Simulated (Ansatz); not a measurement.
One change: `C[O][In]([Cl])[Cl]` becomes `C[O][InH][Cl]`.

Ansatz, PBE0-D4/def2-TZVP geometries, multiplicity 1. Each molecule was computed in one conformer, which needn't be the lowest.

Elements past krypton have def2 core potentials.

```json
{"property": "HOMO–LUMO gap (B3LYP/def2-TZVPP) / eV", "`C[O][In]([Cl])[Cl]`": "5.16"}
{"property": "LUMO energy (PBE/def2-TZVPP) / eV", "`C[O][In]([Cl])[Cl]`": "-3.40"}
{"property": "size of the dipole moment (PBE/def2-TZVPP) / D", "`C[O][In]([Cl])[Cl]`": "1.51"}
{"property": "size of the dipole moment (B3LYP/def2-TZVPP) / D", "`C[O][In]([Cl])[Cl]`": "1.45"}
{"property": "HOMO energy (PBE/def2-TZVPP) / eV", "`C[O][In]([Cl])[Cl]`": "-6.72"}
{"property": "HOMO energy (ωB97M-V/def2-TZVPP) / eV", "`C[O][In]([Cl])[Cl]`": "-10.61"}
```

Task: What does the change do to each property? (Estimate.)

Result: Ansatz gave: 
| property | `C[O][InH][Cl]` | shift |
| --- | --- | --- |
| HOMO–LUMO gap (B3LYP/def2-TZVPP) / eV | 5.77 | 0.61 |
| LUMO energy (PBE/def2-TZVPP) / eV | -2.24 | 1.16 |
| size of the dipole moment (PBE/def2-TZVPP) / D | 1.45 | -0.06 |
| size of the dipole moment (B3LYP/def2-TZVPP) / D | 1.50 | 0.05 |
| HOMO energy (PBE/def2-TZVPP) / eV | -6.32 | 0.40 |
| HOMO energy (ωB97M-V/def2-TZVPP) / eV | -10.16 | 0.45 |

With PBE0 the HOMO rises by 0.45 eV and the LUMO rises by 1.02 eV, so the gap widens by about 0.57 eV. PBE moves the HOMO by 0.40 eV and ωB97M-V by 0.45 eV. Dipoles are sizes alone; their direction can turn.

B3LYP here is the variant with VWN-RPA as its local correlation; programs differ in this.
